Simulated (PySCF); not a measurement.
# A survey of 29Si NMR shifts

Theory: shielding tensors at PBE0/pcSseg-1 (GIAO), geometry from GFN2-xTB, in PySCF 2.14.0 with density-fitted response routines (no relativistic terms, isolated molecule, one computed conformer, fast rotation and ring inversion assumed for equivalent nuclei).

Shieldings were converted by a linear fit to measured shifts: 29Si: δ = 279.94 − 0.822σ (rms 8.9 ppm, 72 shifts, 25.8 ppm with the 6 outliers that the fit left out vs TMS, solution or neat liquid). Occasional misses reach two or three times the rms, and more in compound classes unlike the fitted ones.

Give the 29Si shifts of `CN[Si@H]1C=C[Si@H](N)C=C1`, `CO[Si@H](N)N(C)C`, `CCCN[Si@@H](N)O`, `COCC[SiH](N)N`, `CCCO[SiH](N)N`, `CC[Si@@H]1NC[SiH2][C@@H]1C#N`, `C[SiH2][Si@@H](F)Cl`, `CC[Si](N)(N)OC`.

## Answers


```tsv
compound	environment	δ (ppm)
[CH3:1][NH:2][Si@H:3]1[CH:4]=[CH:5][Si@H:6]([NH2:7])[CH:8]=[CH:9]1	Si3: silicon bonded to 2 C, N, H, in a 6-membered ring	-44.8
[CH3:1][NH:2][Si@H:3]1[CH:4]=[CH:5][Si@H:6]([NH2:7])[CH:8]=[CH:9]1	Si6: silicon bonded to 2 C, N, H, in a 6-membered ring	-48.6
CO[Si@H](N)N(C)C	silicon bonded to 2 N, O, H	-38.0
CCCN[Si@@H](N)O	silicon bonded to 2 N, O, H	-38.3
COCC[SiH](N)N	silicon bonded to C, 2 N, H	-22.7
CCCO[SiH](N)N	silicon bonded to 2 N, O, H	-33.1
[CH3:1][CH2:2][Si@@H:3]1[NH:4][CH2:5][SiH2:6][C@@H:7]1[C:8]#[N:9]	Si3: silicon bonded to 2 C, N, H, in a 5-membered ring	-6.6
[CH3:1][CH2:2][Si@@H:3]1[NH:4][CH2:5][SiH2:6][C@@H:7]1[C:8]#[N:9]	Si6: silicon bonded to 2 C, 2 H, in a 5-membered ring	-27.8
[CH3:1][SiH2:2][Si@@H:3]([F:4])[Cl:5]	Si3: silicon bonded to Cl, F, Si, H	18.3
[CH3:1][SiH2:2][Si@@H:3]([F:4])[Cl:5]	Si2: silicon bonded to C, Si, 2 H	-71.5
CC[Si](N)(N)OC	silicon bonded to C, 2 N, O	-25.5
```
